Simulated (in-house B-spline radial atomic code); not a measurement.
## Ionising Sn8+ with different functionals

Computed with a radial B-spline atomic code at the basis-set limit: non-relativistic Hamiltonian, point nucleus, spin-polarised at highest spin, spherical fractional occupations for the functionals, and exact exchange of hybrids averaged over the configuration. The ionisation energy is the difference of two self-consistent energies, [Kr] 4d6 → [Kr] 4d5, without Breit or QED terms; ε is the level of the shell that loses the electron (its least bound occupied spin orbital). There is no spin-orbit coupling in this Hamiltonian.

```csv
method,rung,ΔSCF (eV),-ε(4d) (eV)
PBE0,global hybrid,158.52,150.74
B3LYP,global hybrid,158.65,150.22
TPSSh,global hybrid,158.36,148.81
M06-2X,global hybrid,159.20,154.69
BHandHLYP,global hybrid,?,?
r2SCAN0,global hybrid,?,?
B97-1,global hybrid,158.76,150.44
HSE06,range-separated hybrid,158.45,150.26
wB97X,range-separated hybrid,158.49,153.24
CAM-B3LYP,range-separated hybrid,158.59,152.21
LC-wPBE,range-separated hybrid,158.62,153.38
```

(1) What does r2SCAN0 give?

(2) What does BHandHLYP give?

(3) Among the functionals, which spreads more, the ΔSCF values or the orbital energies?

(4) How do they compare with the NIST value?

Answers

(1) ΔSCF 157.88 eV, and -ε(4d) = 150.31 eV.

(2) ΔSCF 158.31 eV, and -ε(4d) = 153.48 eV.

(3) The orbital energies: ΔSCF values span about 1.32 eV and the orbital energies 5.88 eV; here energy differences depend much less on the functional than eigenvalues do.

(4) NIST lists 156 eV ± 2.2 (tabulated theory, ground level to ground level). Errors run from +1.88 to +3.20 eV; all lie within about twice that uncertainty, so the table can't rank the methods.
